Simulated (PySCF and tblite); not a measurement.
Results of a calculation; reference values are marked as such.
# Rotation: stationary points, barriers and rates

System: C₄H₈B₂SSi, numbered as in [BH2:1][S:2][BH:3]/[C:4]([SiH3:5])=[CH:6]\[C:7]#[CH:8].

Motion: rotation about the B1–S2 bond (torsion H–B1–S2–B3 from -179° to -1°, rising). Geometries: GFN2-xTB; energies: PBE0/pcSseg-1 + D3(BJ); zero-point and thermal terms from GFN2-xTB harmonic modes (soft modes blended into free rotors). Rates follow Eyring's equation with the number of equivalent paths and no tunnelling. Programs: tblite and PySCF.

```csv
point,symmetry,E(GFN2) kcal/mol,E(DFT) kcal/mol,ZPE change kcal/mol,lowest mode cm⁻¹,dipole D
start,C1,0.0,0.0,0.00,20,1.03
saddle,C1,6.6,7.9,-0.54,227i,1.13
end,C1,0.0,0.0,0.00,20,1.03
```

| Item | Value |
| --- | --- |
| Electronic barrier | 7.8 kcal/mol |
| Barrier with zero-point energy | 7.3 kcal/mol |
| ΔH‡ (298 K) | 7.0 kcal/mol |
| ΔS‡ (298 K, symmetry apart) | -2.3 cal/(mol K) |
| Paths | 2 equivalent paths |
| End point | the same structure with atoms interchanged, or its mirror image |
| Mean lifetime of the start against this motion at 298 K | 36 ns |
| Cost | 2.3 min on 1 thread of AMD EPYC, shared host (rough), peak memory 0.88 GiB, launched as `OMP_NUM_THREADS=1 python ens_run.py task.json out` |

| T/K | ΔG‡ kcal/mol | k s⁻¹ |
| --- | --- | --- |
| 150 | 7.5 | 84 |
| 200 | 7.5 | 4.9×10⁴ |
| 250 | 7.6 | 2.3×10⁶ |
| 298 | 7.7 | 2.8×10⁷ |
| 350 | 7.8 | 1.9×10⁸ |
| 400 | 7.9 | 7.7×10⁸ |
| 500 | 8.2 | 5.4×10⁹ |

ΔG and ΔG‡ leave out symmetry numbers and mirror images; rates count paths: 2 out.
